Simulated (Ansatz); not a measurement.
`F[CH2][GeH]1[O][SiH2]1`, relaxed with RKS PBE0-D4/def2-TZVP in Ansatz from a PBE-D4/def2-SVP geometry. The force threshold is 0.005 eV/Å; the program also tests the step.

The species carries charge 0 and has multiplicity 1.

Start:

```xyz
10

F     0.084   -2.746    0.550
C     0.398   -1.464    0.967
Ge    0.411   -0.224   -0.590
O    -1.355    0.533   -0.746
Si   -0.403    1.917   -0.523
H    -0.371   -1.092    1.681
H     1.388   -1.466    1.475
H     0.719   -0.998   -1.901
H    -0.285    2.870   -1.680
H    -0.586    2.670    0.766
```

```json
{"step": "1", "energy (eV)": "-70264.4889", "largest force (eV/Å)": "1.404", "largest move (Å)": "0.000"}
{"step": "2", "energy (eV)": "-70264.5465", "largest force (eV/Å)": "0.818", "largest move (Å)": "0.031"}
{"step": "3", "energy (eV)": "-70264.5604", "largest force (eV/Å)": "0.036", "largest move (Å)": "0.021"}
{"step": "4", "energy (eV)": "-70264.5606", "largest force (eV/Å)": "0.014", "largest move (Å)": "0.007"}
{"step": "5", "energy (eV)": "-70264.5607", "largest force (eV/Å)": "0.007", "largest move (Å)": "0.003"}
{"step": "6", "energy (eV)": "-70264.5607", "largest force (eV/Å)": "0.003", "largest move (Å)": "0.005"}
{"step": "7", "energy (eV)": "-70264.5607", "largest force (eV/Å)": "0.005", "largest move (Å)": "0.007"}
{"step": "8", "energy (eV)": "-70264.5608", "largest force (eV/Å)": "0.004", "largest move (Å)": "0.009"}
{"step": "9", "energy (eV)": "-70264.5608", "largest force (eV/Å)": "0.004", "largest move (Å)": "0.008"}
```

End:

```xyz
10

F     0.051   -2.721    0.580
C     0.394   -1.436    0.958
Ge    0.398   -0.222   -0.596
O    -1.324    0.542   -0.759
Si   -0.403    1.890   -0.517
H    -0.340   -1.071    1.682
H     1.380   -1.466    1.431
H     0.729   -0.980   -1.890
H    -0.277    2.842   -1.648
H    -0.607    2.623    0.758
```

Hardware: 4 threads of an Intel Xeon Platinum 8259CL on a shared host. Wall time 41 s, peak host memory 0.65 GiB.
